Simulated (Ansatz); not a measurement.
CH$_{4}$BFO, SMILES `BOCF`. The species carries charge 0 and has multiplicity 1.

```xyz
8

B     0.832   -0.319    1.016
O    -0.135    0.492    0.536
C    -0.709    0.270   -0.709
F    -0.170    1.145   -1.604
H     1.171   -1.280    0.381
H     1.296   -0.034    2.078
H    -0.506   -0.747   -1.061
H    -1.779    0.474   -0.637
```

Q: What are the harmonic wavenumbers in cm⁻¹ at PBE0-D4/def2-TZVP (Ansatz, finite differences of forces, unscaled)? (An estimate is asked.)

A: Ansatz gave: 80, 369, 405, 561, 978, 1046, 1054, 1106, 1181, 1231, 1289, 1381, 1464, 1526, 2564, 2679, 3051, 3126.

Q: Is this a minimum?

A: Yes, all 18 modes are real.

Q: Give the ideal-gas thermochemistry at 298.15 K and 1 bar (rigid rotor, harmonic oscillator; point group C1, symmetry number 1).

A: Zero-point energy 150.1 kJ/mol; H(298) − E = 164.7 kJ/mol; entropy 288.7 J/(mol·K), of which translation 160.3, rotation 99.5, vibration 28.9; G(298) − E = 78.6 kJ/mol. Modes under 100 cm⁻¹ are hindered rotations or soft bends, so the harmonic entropy is rough.

Q: Rotational constants (cm⁻¹)?

A: 0.8373, 0.1682, 0.1618.
